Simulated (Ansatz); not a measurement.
CHAlF2Se (`F[C]1(F)[AlH][Se]1`): the same geometry under several functionals.

```yaml
crystal:
  periodic: [false, false, false]
  atoms:
    - {symbol: F, position_ang: [1.067300, -0.801647, 1.349367]}
    - {symbol: C, position_ang: [0.303766, -0.659035, 0.255706]}
    - {symbol: F, position_ang: [0.070594, -1.893387, -0.214837]}
    - {symbol: Al, position_ang: [-0.704071, 0.933395, -0.213494]}
    - {symbol: Se, position_ang: [1.277437, 0.516921, -1.185473]}
    - {symbol: H, position_ang: [-1.972926, 1.839652, -0.037469]}
basis:
  gaussian: {orbitals: def2-TZVPP}
hamiltonian: {xc: r2scan, dispersion: d4}
output: {forces: true, orbitals: {seedname: orbitals}}
```

```sh
$ ansatz run in.yaml --threads 4 --pin off --events-out ev --progress --plain
```

It prints (some lines left out):

```
Functional definition: r2SCAN
1207 factors; their error is unknown
mean field evaluation 1: about -78429.8531 eV, gradient 3.7e1 eV
mean field evaluation 2: about -78425.8917 eV, gradient 5.6e1 eV
mean field evaluation 4: about -78432.4009 eV, gradient 5.7e0 eV
mean field evaluation 8: about -78432.4461 eV, gradient 3.2e-1 eV
mean field evaluation 16: about -78432.4462 eV, gradient 8.9e-5 eV
mean field -78432.44622264 eV, -2882.3392352606 hartree, gradient 8.9e-5 eV, S^2 0.000000; 0 other end points of the search recorded, 0 dependent functions left out
reference -78432.44623361 eV, -2882.3392356637 hartree; 36, 36 occupied and 161, 161 virtual orbitals, 1207 factors
Total energy: -78432.47889561 eV, -2882.3404359700 hartree
Atom 0 at     1.067300    -0.801647     1.349367 Å, force     0.239163    -0.064976     0.271072 eV/Å
Atom 1 at     0.303766    -0.659035     0.255706 Å, force    -0.398149     0.233387     0.090926 eV/Å
Atom 2 at     0.070594    -1.893387    -0.214837 Å, force    -0.015421    -0.343807    -0.128412 eV/Å
Atom 3 at    -0.704071     0.933395    -0.213494 Å, force    -0.027636     0.011654     0.009421 eV/Å
Atom 4 at     1.277437     0.516921    -1.185473 Å, force     0.189072     0.169104    -0.238488 eV/Å
Atom 5 at    -1.972926     1.839652    -0.037469 Å, force     0.012971    -0.005362    -0.004518 eV/Å
Dipole moment:    -0.463887     0.355805     0.047261 e Å
```

Hardware: 4 threads of a server CPU on a shared host. Wall time 3.6 s, peak host memory 0.27 GiB.

Changing it to `hamiltonian: {xc: {name: BLYP}, dispersion: d4}` and no forces (abridged; 1.7 s):

```
Functional definition: BLYP
mean field evaluation 16: about -78436.6847 eV, gradient 3.4e-4 eV
mean field -78436.68465730 eV, -2882.4949948613 hartree, gradient 3.5e-5 eV, S^2 0.000000
Total energy: -78437.01965880 eV, -2882.5073059396 hartree
```

With the line `hamiltonian: {xc: pbe, dispersion: d4}` (abridged; 1.9 s):

```
Functional definition: PBE
mean field evaluation 16: about -78416.4967 eV, gradient 2.4e-4 eV
mean field -78416.49665218 eV, -2881.7530993572 hartree, gradient 2.1e-5 eV, S^2 0.000000
Total energy: -78416.64890314 eV, -2881.7586944767 hartree
Atom 0 force     0.452689    -0.047852     0.662299 eV/Å
Atom 1 force    -0.384471     0.370596    -0.013560 eV/Å
Atom 2 force    -0.164884    -0.724290    -0.306854 eV/Å
Atom 3 force    -0.210329     0.101114     0.063402 eV/Å
Atom 4 force     0.423080     0.204607    -0.412383 eV/Å
Atom 5 force    -0.116085     0.095825     0.007096 eV/Å
Dipole moment:    -0.417258     0.335528     0.031701 e Å
```

With the line `hamiltonian: {xc: {name: B3LYP}, dispersion: d4}` (abridged; 3.3 s):

```
Functional definition: B3LYP
mean field evaluation 16: about -78437.6470 eV, gradient 4.9e-5 eV
mean field -78437.64696856 eV, -2882.5303591479 hartree, gradient 4.9e-5 eV, S^2 0.000000
Total energy: -78437.89864927 eV, -2882.5396082434 hartree
Atom 0 force     0.239946    -0.046538     0.374235 eV/Å
Atom 1 force    -0.281204     0.258220    -0.000922 eV/Å
Atom 2 force    -0.093082    -0.411295    -0.148356 eV/Å
Atom 3 force    -0.203328     0.099108     0.060338 eV/Å
Atom 4 force     0.257700     0.162470    -0.277590 eV/Å
Atom 5 force     0.079968    -0.061965    -0.007705 eV/Å
Dipole moment:    -0.472638     0.394237     0.026014 e Å
```

With the line `hamiltonian: {xc: {name: wB97X-V}}` and no forces (abridged; 6.5 s):

```
Functional definition: wB97X-V
mean field evaluation 16: about -78426.8025 eV, gradient 2.0e-4 eV
mean field -78426.80252966 eV, -2882.1318333689 hartree, gradient 2.9e-5 eV, S^2 0.000000
Total energy: -78426.80252786 eV, -2882.1318333029 hartree
```

The same input with `hamiltonian: {xc: {name: PBE-QIDH}}` and no forces (abridged; 4.2 s):

```
Functional definition: PBE-QIDH
mean field evaluation 16: about -78396.8666 eV, gradient 1.1e-4 eV
mean field -78396.86655084 eV, -2881.0317064386 hartree, gradient 7.8e-6 eV, S^2 0.000000
17 core orbitals not correlated: weight in the atoms' cores, before any rotation towards them, 1.000 or more for the frozen orbitals, at most 0.000 for the correlated occupied ones
second order -30.29927986 eV of doubles, -0.00000000 eV of singles
Total energy: -78406.96632197 eV, -2881.4028661818 hartree
```

B3LYP takes the VWN-RPA correlation (the form of Gaussian; ORCA's B3LYP/G).
